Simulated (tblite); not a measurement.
B3GeH8N.
Atom-mapped SMILES: `[BH2:1][N:2]([BH2:3])[BH:4][GeH3:5]` (hydrogens: H6, H7 on B1; H8, H9 on B3; H10 on B4; H11, H12, H13 on Ge5)

Computed with GFN2-xTB (tblite), gas phase: L-BFGS steps from a force-field or distance-geometry start until the largest atomic force falls under 0.01 eV/Å.

Step 26: E = -344.7659 eV
```
atom  x, y, z in Å  |  force x, y, z in eV/Å
B1     -1.5987    1.4810   -0.3676    0.021   0.046  -0.182
N2     -0.7662    0.4603    0.2211   -0.043   0.116  -0.274
B3     -1.4744   -0.6549    0.7485    0.308  -0.051   0.043
B4      0.6551    0.4827    0.1589    0.050   0.163  -0.002
Ge5     1.9613   -0.9587   -0.2339    0.254   0.173  -0.046
H6     -1.3216    1.8927   -1.4515   -0.029  -0.043   0.498
H7     -2.5714    1.8233    0.1944    0.093  -0.007  -0.142
H8     -2.6180   -0.5500    0.9183   -0.206  -0.119   0.087
H9     -0.8834   -1.6400    0.9948   -0.070   0.058   0.002
H10     1.2109    1.5211    0.1855   -0.258   0.203  -0.008
H11     2.2711   -0.7812   -1.7019    0.023  -0.171   0.087
H12     3.3140   -0.6565    0.3601   -0.075  -0.097  -0.030
H13     1.8171   -2.4194   -0.0444   -0.068  -0.272  -0.032
```

Step 27: E = -344.7898 eV
```
atom  x, y, z in Å  |  force x, y, z in eV/Å
B1     -1.5993    1.4695   -0.3556    0.039   0.198  -0.195
N2     -0.7537    0.4586    0.2207   -0.051   0.165  -0.214
B3     -1.4582   -0.6539    0.7507    0.156  -0.012  -0.024
B4      0.6671    0.4985    0.1411   -0.035   0.223   0.044
Ge5     1.9515   -0.9648   -0.2296    0.310   0.253  -0.031
H6     -1.3036    1.9279   -1.4093   -0.036  -0.032   0.364
H7     -2.5851    1.7822    0.1968    0.057  -0.001  -0.120
H8     -2.6114   -0.5696    0.8665   -0.172  -0.127   0.127
H9     -0.8621   -1.6163    1.0228    0.038  -0.171   0.077
H10     1.1960    1.5540    0.1445   -0.204   0.068  -0.021
H11     2.2725   -0.7913   -1.6922    0.018  -0.196   0.029
H12     3.3080   -0.6736    0.3586   -0.063  -0.124  -0.004
H13     1.7741   -2.4208   -0.0326   -0.057  -0.246  -0.031
```

Step 28: E = -344.8068 eV
```
atom  x, y, z in Å  |  force x, y, z in eV/Å
B1     -1.6031    1.4629   -0.3487    0.093   0.229  -0.088
N2     -0.7445    0.4590    0.2153   -0.103   0.139  -0.113
B3     -1.4468   -0.6538    0.7495    0.107  -0.053  -0.052
B4      0.6765    0.5179    0.1277   -0.084   0.176   0.041
Ge5     1.9490   -0.9677   -0.2265    0.195   0.206   0.011
H6     -1.2872    1.9575   -1.3677   -0.032   0.057   0.133
H7     -2.5969    1.7483    0.1983    0.001   0.012  -0.104
H8     -2.6097   -0.5875    0.8257   -0.028  -0.142   0.143
H9     -0.8398   -1.6010    1.0493    0.013  -0.183   0.089
H10     1.1836    1.5863    0.1090   -0.171  -0.043  -0.019
H11     2.2740   -0.8030   -1.6862    0.024  -0.210  -0.022
H12     3.3042   -0.6892    0.3589    0.002  -0.139   0.031
H13     1.7364   -2.4293   -0.0223   -0.018  -0.050  -0.049
```

**Question.** Estimate the geometry and energy of step 29. (The exact step hangs on the optimiser's Hessian estimate; all steps are aligned on step 28, rigid shifts and turns removed.)

**Answer.** E = -344.8155 eV, largest force 0.343 eV/Å
```
atom  x, y, z in Å  |  force x, y, z in eV/Å
B1     -1.5990    1.4609   -0.3526    0.001   0.193   0.055
N2     -0.7438    0.4540    0.1966   -0.029   0.021   0.019
B3     -1.4358   -0.6547    0.7496   -0.026   0.000  -0.101
B4      0.6756    0.5250    0.1224   -0.081   0.053   0.007
Ge5     1.9524   -0.9615   -0.2275    0.042   0.059   0.045
H6     -1.2810    1.9688   -1.3482    0.052   0.204  -0.164
H7     -2.5891    1.7366    0.1957   -0.117   0.040  -0.050
H8     -2.5969   -0.5894    0.8256   -0.094  -0.130   0.155
H9     -0.8427   -1.6000    1.0580    0.149  -0.284   0.122
H10     1.1567    1.5983    0.1088   -0.043   0.054  -0.024
H11     2.2792   -0.8131   -1.6843    0.034  -0.192  -0.079
H12     3.3019   -0.6949    0.3580    0.098  -0.124   0.076
H13     1.7184   -2.4297   -0.0198    0.015   0.106  -0.060
```

The energy changes by -0.0087 eV. The first-order estimate −F·Δx gives -0.0168 eV and the mean of the old and new forces, exact on a quadratic surface, -0.0088 eV. The step makes an angle of 64° with the force vector and moves no atom by more than 0.029 Å.

What follows is the cost of the whole relaxation. The run took 1.2 s on Arm Neoverse N1, one thread, on a shared host.
